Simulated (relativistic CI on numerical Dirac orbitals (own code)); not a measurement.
## Line list: Forbidden lines, Rb IX

Calculated at this level of theory: Dirac-Coulomb-Breit CI, KLI orbitals optimised for each configuration, QED by a radiative potential, unscaled Slater integrals (own radial code, finite nucleus).

CI space (outside the closed core [Ar]): 3d10 4s, 3d10 4p, 3d10 4d, 3d10 4f, 3d10 5s, 3d10 5p, 3d10 5d, 3d9 4s2, 3d10 6s, 3d10 5f, 3d10 6p, 3d10 5g, 3d10 6d, 3d9 4s 4p, 3d10 7s, 3d10 6f, 3d10 8s, 3d9 4s 4d, 3d9 4s 5s, 3d9 4s 5p, 3d9 4s 4f, 3d9 4s 5d, 3d9 4s 6s. Double excitations out of closed p, d and f shells are left out; levels of such configurations are missing from the list, as are those of other unlisted configurations, and high levels can miss mixing partners.

| λ vac (Å) | Lower | Upper | Type | A (s⁻¹) | gf | Branching (%) |
| --- | --- | --- | --- | --- | --- | --- |
| 123.31 | 3d10 4s 2S_1/2 [1] | 3d9 4s2 2D_3/2 [14] | E2 | 8.61e+05 | 7.85e-06 | 6.1 |
| 125.18 | 3d10 4s 2S_1/2 [1] | 3d9 4s2 2D_5/2 [13] | E2 | 8.26e+05 | 1.16e-05 | 4.6 |
| 130.03 | 3d10 4p 2P°_1/2 [2] | 3d9 4s 4p 4F°_5/2 [26] | E2 | 3.52e+05 | 5.35e-06 | 2.2 |
| 748.76 | 3d9 4s2 2D_5/2 [13] | 3d9 4s 4p 4F°_9/2 [28] | M2 | 4.10e-01 | 3.45e-10 | 11.4 |
| 18754.0 | 3d9 4s 4p 4F°_7/2 [27] | 3d9 4s 4p 4F°_9/2 [28] | M1 | 3.11e+00 | 1.64e-06 | 86.2 |

Terms are leading LS components. Brackets give the number of a level in order of energy, since labels repeat. The list gives strong lines, with weight on those to low levels, among the lowest 60 of 196 levels, so that lines to higher ones, which can be the strongest, are missing. Levels whose partners in the same complex of configurations lie outside the list can be far off, and so can their lines. Rates are taken at the computed energies, electric ones in the length gauge.

At this charge configurations can still be misplaced by up to about 7 % of their energy.

**Question.** From the table, what is the radiative lifetime of 3d9 4s 4p 4F°_9/2?

**Answer.** The listed rates from this level add up to about 3.52e+00 s⁻¹, 98 % of its decay; with all channels τ = 2.77e-01 s.

LS names give the leading component of a level, which can be under half, so a name can repeat, a term be missing and a line seem to break the LS rules.
